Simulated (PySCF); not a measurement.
wB97X-V on Pm (promethium, neutral), [Xe] 4f4 6s2 6p1, one real determinant (an excited configuration). All numbers are calculated (PySCF 2.14, scalar relativity by spin-free X2C-1e, in cc-pVDZ-X2C).

```
cycle= 4 E= -10019.45336292  delta_E= -0.000971  |g|= 0.0099  |ddm|= 0.142
cycle= 5 E= -10019.4547649628  delta_E= -0.0014  |g|= 0.00911  |ddm|= 0.18
cycle= 6 E= -10019.4579648092  delta_E= -0.0032  |g|= 0.0116  |ddm|= 0.703
cycle= 7 E= -10019.4576703649  delta_E= 0.000294  |g|= 0.00399  |ddm|= 0.25
cycle= 8 E= -10019.4581077858  delta_E= -0.000437  |g|= 0.000974  |ddm|= 0.275
cycle= 9 E= -10019.4581103961  delta_E= -2.61e-06  |g|= 0.000546  |ddm|= 0.035
cycle= 10 E= -10019.4581110358  delta_E= -6.4e-07  |g|= 9.75e-05  |ddm|= 0.0138
cycle= 11 E= -10019.458110979  delta_E= 5.68e-08  |g|= 0.000215  |ddm|= 0.00347
cycle= 12 E= -10019.458111114  delta_E= -1.35e-07  |g|= 0.00017  |ddm|= 0.00237
cycle= 13 E= -10019.4581112551  delta_E= -1.41e-07  |g|= 4.29e-05  |ddm|= 0.00453
cycle= 14 E= -10019.4581112608  delta_E= -5.63e-09  |g|= 1.92e-05  |ddm|= 0.00142
cycle= 15 E= -10019.4581112621  delta_E= -1.32e-09  |g|= 6e-06  |ddm|= 0.000294
cycle= 16 E= -10019.4581112622  delta_E= -1.36e-10  |g|= 2.65e-07  |ddm|= 0.000115
converged SCF energy = -10019.4581112622  <S^2> = 9.2709611  2S+1 = 6.1712109
```

Highest occupied orbital energy: -4.428 eV; ⟨L²⟩ = 37.87; populations by l: s 11.69, p 25.00, d 20.31, f 4.00.

Problem. Can this result be used?

Solution. Not for this state. Self-consistency was reached. ⟨L²⟩ = 37.87 against 56 for a pure K term, so this real determinant mixes terms. Spin-orbit coupling, absent here, splits the open shell strongly. ⟨S²⟩ = 9.27 against 8.75 shows spin contamination. The s, p, d and f populations moved away from the nominal configuration during the SCF.
